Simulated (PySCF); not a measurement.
Spinor energies of Cl⁺ (chlorine, charge +1)

Start: [Ne] 3s2 3p4; 3p1/2 filled at m_j = -1/2, +1/2; 3p3/2 filled at m_j = +1/2, +3/2. Calculated with PySCF 2.14 in x2c-TZVPall-2c (5s6p2d1f, 40 functions): generalised Hartree-Fock with the X2C-1e Hamiltonian and a Gaussian nucleus; one run each with spin-orbit coupling (SO) switched off, then screened by Boettger's factors.

```
spinor shell  electrons  ε, spin-free (eV)  ε, screened SO (eV)  weight of nominal j (screened SO)  rms radius, screened SO (bohr)
       1s1/2          2            -2877.1              -2877.1                              1.000                           0.105
       2s1/2          2            -303.20              -303.18                              1.000                           0.478
       2p1/2          2            -232.39              -233.89                              0.938                           0.449
       3s1/2          2            -40.238              -40.231                              0.999                            1.62
       3p3/2          2            -25.601              -26.507                              0.831                            1.84
       3p1/2          2            -25.601              -24.706                              0.684                            1.87
```

Problem. Where does 2p3/2 lie, and what is the 2p spin-orbit splitting (screened SO)?

Solution. At -231.62 eV, 2.273 eV above 2p1/2.

```
   quantity   spin-free  screened SO
E (hartree)  -460.45013   -460.45288
        M_J           2            2
       ⟨J²⟩       6.013        6.015
       ⟨L²⟩       2.009        2.017
       ⟨S²⟩       2.004        2.000
```

Each row is a mean over spinors that exchange with the open shell spreads, by up to 6.969 eV (3s1/2).

Rows whose weight is well below 1 are mixtures of j = l ± 1/2: exchange outweighs spin-orbit coupling there, and the label is only the starting occupation.

Without spin-orbit coupling the j labels of p, d and f shells carry no meaning; the spin-free column gives the mean over the occupied spinors of each nl shell.
